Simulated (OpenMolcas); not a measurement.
# Fe III: effect of the active space

```json
{"Program": "OpenMolcas", "Method": "MS-CASPT2, IPEA 0.25 Eh, imaginary shift 0.1 Eh", "Basis": "ANO-L-VTZP", "Scalar Hamiltonian": "non-relativistic, point nucleus", "Spin-orbit coupling": "state interaction with AMFI integrals over the reference wave functions, term energies averaged over their components"}
```

A. 6 electrons in 5 orbitals (3d); 2S+1 = 5 even, 5 roots; 2S+1 = 3 even, 45 roots; 2S+1 = 1 even, 50 roots; closed shells correlated: 3s 3p; CASPT2 step roughly 21 core-seconds
B. 6 electrons in 6 orbitals (3d 4s); 2S+1 = 5 even, 30 roots; 2S+1 = 7 even, 1 root kept (CI in the orbitals of an earlier block); 2S+1 = 3 even, 121 roots kept (CI in the orbitals of an earlier block, 98 in the spin-orbit step); 2S+1 = 1 even, 89 roots kept (CI in the orbitals of an earlier block, 69 in the spin-orbit step); closed shells correlated: 3s 3p; CASPT2 step roughly 60 core-seconds

Energies in cm⁻¹ above 3d⁶ ⁵D₄, the measured ground level; measured values from Corliss and Sugar, J. Phys. Chem. Ref. Data 11, 135 (1982).

```csv
Level,A,B,Measured
3d⁶ ⁵D₄,0.0,0.0,0.0
3d⁶ ⁵D₃,445,487,436
3d⁶ ⁵D₂,757,826,739
3d⁶ ⁵D₁,958,1044,932
3d⁶ ⁵D₀,1057,1150,1027
3d⁶ ³P₂(1),19420,19010,19405
3d⁶ ³H₆,20480,20270,20051
3d⁶ ³H₅,20700,20510,20301
3d⁶ ³P₁(1),20710,20450,20688
3d⁶ ³H₄,20860,20660,20482
3d⁶ ³P₀(1),21260,21050,21208
3d⁶ ³F₄(1),21790,21430,21462
3d⁶ ³F₃(1),22020,21680,21700
3d⁶ ³F₂(1),22180,21850,21857
3d⁶ ³G₅,25050,24640,24559
3d⁶ ³G₄,25430,25060,24941
3d⁶ ³G₃,25620,25260,25142
3d⁶ ¹I₆,31090,30700,30356
3d⁶ ³D₁,31360,30600,30726
3d⁶ ³D₂,31370,30610,30716
3d⁶ ³D₃,31510,30760,30858
3d⁶ ¹G₄(1),31860,30810,30886
3d⁶ ¹F₃,43870,42840,42897
3d⁶ ³P₀(2),51090,51510,49148
```

Deviations, from unrounded energies. A percentage is the sum of absolute deviations over the sum of measured energies, with the sign that they share, or ± where signs differ.

| Against measurement | Levels | A | B |
| --- | --- | --- | --- |
| mean absolute deviation (cm-1) | 23 | 450 | 230 |
| fine structure of the ground term (%) | 4 | +2.6 | +11.9 |
| other terms of the ground configuration (%) | 19 | +2.0 | ±1.0 |

B lies closest to measurement on these levels. The largest miss of B in the table is 3d⁶ ³P₀(2), by +2400 cm-1. The ranking rests on the paired levels alone, and a cruder setting can come out closer through cancelling errors.

The spin-orbit steps hold different terms of 3d⁶ (B lacks a ¹D, a ¹S), which shifts levels as well.

The two smallest mean deviations differ by little beside CASPT2's spread within terms, so their order carries little weight.

Between A and B the level of the table that moves most is 3d⁶ ¹G₄(1), by 1000 cm-1 (lowest in B, highest in A). Moves below CASPT2's spread within the term are not significant.

Term energies are means over components that CASPT2 splits; among the terms shown or strongly mixed into the levels shown the widest spread is 2100 cm-1 (3d⁶ ¹I, B). Over all roots computed the reference weight is 0.89 to 0.94 in B; the roots of lowest weight are the least certain, and an intruder state may touch them. The CASPT2 spread within a term exceeds the gap to the next term for 3d⁶ ¹I and 3d⁶ ³D, so the order of their levels is uncertain (figures for A; the like holds for B). Blocks of more than 70 roots (2S+1 = 3 even) ran without multistate coupling (holds for B). Some high roots are left out of the spin-orbit mixing, which shifts the levels that they would mix with (holds for B). Terms from blocks run as CI alone lack orbitals of their own (holds for B). Measured partners are found by configuration, term and J. A level has none where our copy of the source lacks it or the pairing is in doubt (some pairs that miss far off the trend of their configuration count as doubtful), and it then counts in no deviation. Levels of configurations outside the active space are missing. Levels that lie high or do not pair safely by name in every column are left out.

A number in round brackets counts repeated terms of one configuration in the order of the reference energies.
